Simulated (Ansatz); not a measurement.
Program: Ansatz. Geometries: PBE0-D4/def2-TZVP. ΔE: electronic, gas phase. CCSD(T)/CBS adds triple-zeta CCSD(T) − MP2 to the extrapolated MP2 energy (def2 sets, frozen cores). Functionals use def2-TZVPP. For Ge outer-core shells are correlated without core-valence functions, which leaves a few kJ/mol of doubt a bond. Scalar relativity is left out up to krypton. One conformer a species, not always the lowest.

Consider the isomerisation: `[CH3][GeH2][CH]=N` → `C=C[NH][GeH3]`.

CCSD(T)/CBS gives -2.7 kJ/mol.

Question: Another level gave -9.6 kJ/mol. Which?
A. HF/def2-TZVPP
B. MP2/def2-TZVPP
C. CCSD(T)/def2-TZVPP
D. r2SCAN-D4/def2-TZVPP

Answer: D. r2SCAN-D4 -9.6, MP2/def2-TZVPP -3.8, HF/def2-TZVPP -17.8, CCSD(T)/def2-TZVPP 0.7 kJ/mol.

Largest T1 diagnostic among the species: 0.012.

In def2-TZVPP, CCSD(T) changes the Hartree–Fock value by +18.4 kJ/mol (the triples alone add +1.8 kJ/mol) and MP2 by +13.9 kJ/mol. From PBE to PBE0 (25 % exact exchange), in def2-TZVPP and without D4, ΔE moves by −3.8 kJ/mol.
